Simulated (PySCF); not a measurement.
## How methods differ on the ionisation energy of B⁺

B⁺ [He] 2s2 (1S) → B²⁺ [He] 2s1 (2S), as a difference of total energies. Calculation: PySCF 2.14, in aug-cc-pwCVDZ (5s4p2d, 27 functions); no relativity, point nucleus. Correlated levels: valence: 1s2 frozen. The calculations carry no spin-orbit coupling.

**Question.** Order these methods by the ionisation energy they give, lowest first.
A. MP2 (valence)
B. SCS-MP2 (valence)
C. CCSD (valence)
D. UHF

**Answer.** D (23.441 eV), A (24.366 eV), B (24.551 eV), C (25.066 eV).

Errors of the correlated levels include the incompleteness of this basis and the frozen core.

With two correlated electrons CCSD is exact in that space.

The coupled-cluster amplitudes are large for B⁺ (T1 above 0.03 or a double amplitude above 0.15), so a single reference is strained.

For comparison: 25.155 eV (measured; NIST Atomic Spectra Database, ionization energies).
